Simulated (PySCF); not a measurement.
# The electron affinity along the 4p block

Calculated with PySCF 2.14 from differences of total energies of unrestricted determinants, without spin-orbit coupling. Values in eV. The last column holds reference values (measured affinities from photodetachment; the arrow runs from anion to atom). Unmarked ones compare directly (S terms, centres of terms, or small fine structure); those marked * lie between the lowest fine-structure levels and include a spin-orbit shift.

| element | configurations | UHF | PBE | PBE0 | r2SCAN | MP2 (valence) | CCSD (valence) | reference |
| --- | --- | --- | --- | --- | --- | --- | --- | --- |
| Ga (aug-cc-pwCVTZ-PP with ECP10MDF, ECP) | [Ar] 3d10 4s2 4p2 → [Ar] 3d10 4s2 4p1 | -0.066 | 0.480 | 0.414 | 0.499 | 0.252 | 0.273 | 0.301 * |
| Ge (aug-cc-pwCVTZ-PP with ECP10MDF, ECP) | [Ar] 3d10 4s2 4p3 → [Ar] 3d10 4s2 4p2 | 0.833 | 1.397 | 1.365 | 1.477 | 1.299 | 1.272 | 1.233 * |
| As (aug-cc-pwCVTZ-PP with ECP10MDF, ECP) | [Ar] 3d10 4s2 4p4 → [Ar] 3d10 4s2 4p3 | -0.297 | 0.840 | 0.747 | 0.795 | 0.460 | 0.551 | 0.804 * |
| Se (aug-cc-pwCVTZ-PP with ECP10MDF, ECP) | [Ar] 3d10 4s2 4p5 → [Ar] 3d10 4s2 4p4 | 0.925 | 2.081 | 2.004 | 2.051 | 1.854 | 1.828 | 2.021 * |
| Br (aug-cc-pwCVTZ-PP with ECP10MDF, ECP) | [Kr] → [Ar] 3d10 4s2 4p5 | 2.335 | 3.435 | 3.391 | 3.450 | 3.401 | 3.252 | 3.364 * |

The highest occupied level of the anion is positive for Ga⁻ at PBE, PBE0, r2SCAN; Ge⁻ at PBE, PBE0, r2SCAN; As⁻ at PBE, PBE0, r2SCAN; Se⁻ at PBE, PBE0, r2SCAN; Br⁻ at PBE, so there the basis helps to hold the electron.

"Valence" correlates the outer s and p shells and, in groups 3 to 12 and the f block, the outer d or f shell, open or full, or the next shell where the ion has no valence electron left; the wider scheme adds the next inner shell.
